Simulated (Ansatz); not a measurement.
Born–Oppenheimer molecular dynamics of AlH3O3 (7 atoms, charge 0, multiplicity 1). It starts from a relaxed structure.

Theory: Ansatz, RHF/def2-SVP.

```
ensemble        : NVT, Langevin thermostat
time step       : 0.5 fs
steps asked     : 100
set temperature : 300 K
friction        : 0.005 /fs
seed            : 444802
```

First frame:

```xyz
7
Properties=species:S:1:pos:R:3
Al -0.086 -0.309 -0.103
O 0.015 -0.179 1.573
H -0.626 -0.123 2.256
O 1.334 -0.383 -0.994
H 2.223 -0.364 -0.688
O -1.535 -0.369 -0.944
H -2.443 -0.352 -0.710
```

**Question.** How far do the bonds stretch over the last three quarters of this one trajectory? (Pairs bonded in most of those frames.)

**Answer.** 
```
  bond  mean (Å)  spread (Å)  shortest  longest
Al1–O2     1.681       0.019      1.66     1.71
Al1–O4     1.678       0.032      1.63     1.72
Al1–O6     1.679       0.016      1.65     1.70
 O2–H3     0.945       0.041      0.89     1.00
 O4–H5     0.944       0.030      0.90     0.99
 O6–H7     0.940       0.006      0.93     0.96
```

Mean temperature of the second half: 204 K. The mean temperature of the second half is 32 % below the set value. A run of 0.05 ps of so small a system gives no equilibrium averages.

Run time: 82 s on 1 thread of Arm Neoverse V1 (shared host), peak memory 0.14 GiB.
